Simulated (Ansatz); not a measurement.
System: C₂H₂Cl₄, net charge 0, singlet state. SMILES: C(Cl)(C(Cl)Cl)Cl
Coordinates optimised at B3LYP-D3(BJ)/def2-TZVP (Ansatz, a first-principles code):
```xyz
8

C     -0.7598     0.0501     0.0707
C      0.7598    -0.0501    -0.0707
Cl     1.3415    -1.6121     0.5674
Cl     1.5548     1.2875     0.8032
Cl    -1.5548    -1.2875    -0.8032
Cl    -1.3415     1.6121    -0.5674
H     -1.0549    -0.0129     1.1125
H      1.0549     0.0129    -1.1125
```

Property: atomisation energy (electronic, to ground-state atoms), in kcal/mol. Valence correlation only, unless marked. UHF or UKS for open shells. Spin-orbit coupling is left out. Non-relativistic. The coupled-cluster limit lacks core correlation, which all-electron functionals hold. CBS marks a two-point X^-3 extrapolation of the correlation energy; Hartree-Fock from the larger set. The bracket is a focal-point correction in the basis named.

| level | program | atomisation energy (kcal/mol) | rough core time |
|---|---|---|---|
| HF/cc-pV(D+d)Z | Ansatz | 406.1 | - |
| HF/aug-cc-pV(T+d)Z | Ansatz | 415.6 | 25 s |
| HF/cc-pV(T+d)Z | Ansatz | 415.6 | - |
| SVWN5/def2-TZVPD | Ansatz | 743.1 | under 20 s |
| BLYP/def2-TZVPD | Ansatz | 595.9 | under 20 s |
| revPBE/def2-TZVPD | Ansatz | 606.6 | under 20 s |
| B3LYP-D3(BJ)/def2-TZVPD | Ansatz + dftd3 | 610.6 | 26 s |
| PBE0/STO-3G | Ansatz | 695.6 | under 20 s |
| r2SCANh/def2-TZVPD | Ansatz | 616.8 | 30 s |
| r2SCAN0/def2-TZVPD | Ansatz | 608.2 | 30 s |
| RPA@PBE/cc-pV(T+d)Z | Ansatz | 550.3 | 22 s |
| MP2/6-31G | Ansatz | 474.6 | - |
| RI-MP2/CBS(aug-cc-pV(T+d)Z,aug-cc-pV(Q+d)Z) | Ansatz | 646.7 | 3 min |
| SCS-MP2/aug-cc-pV(D+d)Z | Ansatz | 582.2 | - |
| SCS-MP2/cc-pV(T+d)Z | Ansatz | 605.3 | - |
| CCSD/6-31G* | Ansatz | 547.6 | - |
| CCSD(T)/aug-cc-pV(D+d)Z | Ansatz | 573.6 | - |
| CCSD(T)/cc-pV(D+d)Z | Ansatz | 560.2 | 40 s |
| CCSD(T)/cc-pV(T+d)Z | Ansatz | 595.3 | - |
| RI-MP2/CBS(aug-cc-pV(T+d)Z,aug-cc-pV(Q+d)Z)+[CCSD(T)-MP2]/aug-cc-pV(D+d)Z | Ansatz | 621.4 | - |
| RI-MP2/CBS(cc-pV(T+d)Z,cc-pV(Q+d)Z)+[CCSD(T)-MP2]/cc-pV(T+d)Z | Ansatz | 618.9 | - |

Core times are rough, on shared machines, summed over the molecules involved; a dash marks a level read off another run, or run on other hardware, by another program or under a memory cap.
